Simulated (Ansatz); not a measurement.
```xyz
8

Si   -0.0027   -0.0042   -1.1646
Si    0.0084   -0.0051    1.1749
H    -0.0089   -1.4082   -1.6890
H    -1.2217    0.6949   -1.6859
H     1.2225    0.6986   -1.6833
H    -0.0030    1.4104    1.6964
H    -1.2072   -0.7057    1.6935
H     1.2072   -0.6963    1.6889
```

Basis set: 6-31G* (spherical functions). Left uncorrelated: 10 orbitals. Charge 0, multiplicity 1.

Computed with Ansatz (development build ahead of 0.2.0); each method stands on the lowest determinant of its kind that the runs found. Restricted open shells among the atoms or ions are ROHF, correlated in semicanonical orbitals with singles.

The atomization energy at this shape (free ground-state atoms in the same class of orbitals less the molecule, no zero-point energy) of singlet Si2H6:

| method | atomization energy |
| --- | --- |
| RHF | 17.84 eV |

(1) What does RHF-MP2 give?

## Answers

(1) 19.88 eV.
